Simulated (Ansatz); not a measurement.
`[BH2][GaH][O]C` → `BC[O][GaH2]`  (isomerisation)

Gas-phase electronic energies from Ansatz, PBE0-D4/def2-TZVP geometries. CBS: MP2 limit from def2 TZ/QZ plus the TZ coupled-cluster correction, frozen cores. Functionals use def2-TZVPP. For Ga outer-core shells are correlated without core-valence functions, which leaves a few kJ/mol of doubt a bond. Scalar relativity is left out up to krypton. Each species was taken in one conformer, which may not be the lowest.

`[BH2][GaH][O]C`:

```xyz
10

B    -0.089   -2.354    1.110
Ga   -0.263   -0.819   -0.279
O     0.269    0.784    0.317
C     0.237    1.955   -0.453
H     0.904   -3.016    1.196
H    -0.983   -2.634    1.855
H    -0.776   -0.789   -1.767
H     1.246    2.375   -0.541
H    -0.150    1.791   -1.469
H    -0.396    2.707    0.031
```

`BC[O][GaH2]`:

Z-matrix (Å, degrees):
```
C
O 1 1.407
B 1 1.546 2 119.7
H 1 1.104 2 111.6 3 130.0
H 1 1.109 2 108.2 3 -118.3
Ga 2 1.786 1 122.4 3 -49.5
H 3 1.200 1 121.8 2 -3.6
H 3 1.197 1 118.7 2 178.9
H 6 1.555 2 113.7 1 174.9
H 6 1.565 2 116.6 1 -6.9
```

```json
{"level": "B97M-V", "ΔE (kJ/mol)": "-24.8"}
{"level": "r2SCAN0-D4", "ΔE (kJ/mol)": "-19.1"}
{"level": "BHLYP-D4", "ΔE (kJ/mol)": "-16.5"}
{"level": "CAM-B3LYP-D4", "ΔE (kJ/mol)": "-19.5"}
```

(1) What does CCSD(T)/CBS give? (Best estimate.)

Largest T1 diagnostic among the species: 0.015.

Results:

(1) The calculation gave: -11.0 kJ/mol. The listed levels differ from it by -13.8, -8.1, -5.5, -8.5 kJ/mol.

Leaving LDA and LC-ωPBE aside and taking each functional with its dispersion term where it has one, the values, not all of them listed here, spread over 10.1 kJ/mol, from B97M-V to B2PLYP. LDA lies −14.0 kJ/mol from PBE without D4. The D4 term adds −3.1 kJ/mol with B3LYP and −1.6 kJ/mol with PBE0; it sums over pairs of atoms, weighted by their polarisabilities, and B3LYP, whose exchange is more repulsive, gets the larger term.

CCSD(T)/CBS has its own doubt, a few kJ/mol and more with outer-core shells, so smaller differences from it don't rank the levels.

B3LYP here is the variant with VWN-RPA as its local correlation; programs differ in this.
